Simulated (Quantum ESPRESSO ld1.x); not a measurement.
Question: These are the eigenvalues of the occupied orbitals of an atom or ion with whole-number occupations (eV). Method: Dirac Kohn-Sham, PBE, spin-unpolarised, spherical densities, point nucleus; computed with ld1.x of Quantum ESPRESSO 7.5.

| orbital | eigenvalue |
|---|---|
| 1s1/2 | -90287.326 |
| 2s1/2 | -18026.761 |
| 2p1/2 | -17404.513 |
| 2p3/2 | -15211.997 |
| 3s1/2 | -5991.801 |
| 3p1/2 | -5718.503 |
| 3p3/2 | -5213.350 |
| 3d3/2 | -4776.602 |
| 3d5/2 | -4667.995 |
| 4s1/2 | -2799.441 |
| 4p1/2 | -2680.131 |
| 4p3/2 | -2515.823 |

Which element is it, and in what charge state? The configuration may be excited. Open shells, if any, fill j = l - 1/2 first.

Answer: Z = 82, lead, charge +46: Pb46+ in [Kr]. The list shows which subshells hold electrons but not how many an open one holds; the 1s level, -3318 hartree, gives Z - s = 81.5 by -(Z - s)^2/2, which with screening and relativity narrows Z to a few neighbours, and the depths of the outer levels then fix element, charge and occupations together.
